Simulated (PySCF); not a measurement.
B(AsH2)(H)(Me) (CH6AsB), SMILES CB[AsH2]. Atoms are numbered in the order given.

```xyz
9

B     -1.1753     0.2814    -0.3342
As     0.5902    -0.5250     0.1713
H      0.1068    -1.4995     1.2263
H      1.0683     0.5469     1.1330
H     -2.0886    -0.4925    -0.5217
C     -1.3733     1.7998    -0.6278
H     -2.1134     2.1706     0.1088
H     -1.8564     1.9606    -1.6079
H     -0.4779     2.4343    -0.5531
```
Charge 0, spin multiplicity 1.

Geometry: r2SCAN-D4/def2-SVP.

All values below come from B3LYP/pcSseg-1 in PySCF.

GIAO shieldings, no solvent; atoms listed in one row are averaged. δ = σ(ref) − σ: ¹¹B against BF3 (σ = 86.3 ppm); ⁷⁵As against AsH3 (σ = 1863.6 ppm); ¹H against TMS (σ = 31.68 ppm); ¹³C against TMS (σ = 181.3 ppm), references at their B3LYP-D3(BJ)/def2-TZVP geometries, non-relativistic.

Computed chemical shifts:
```json
[
 {"nucleus": "¹¹B", "atoms": "B1", "count": "1", "δ (ppm)": "95.3"},
 {"nucleus": "⁷⁵As", "atoms": "As2", "count": "1", "δ (ppm)": "194.8"},
 {"nucleus": "¹H", "atoms": "H5", "count": "1", "δ (ppm)": "9.41"},
 {"nucleus": "¹H", "atoms": "H3", "count": "1", "δ (ppm)": "3.56"},
 {"nucleus": "¹H", "atoms": "H4", "count": "1", "δ (ppm)": "3.32"},
 {"nucleus": "¹H", "atoms": "H7, H8, H9", "count": "3", "δ (ppm)": "1.85"},
 {"nucleus": "¹³C", "atoms": "C6", "count": "1", "δ (ppm)": "21.6"}
]
```
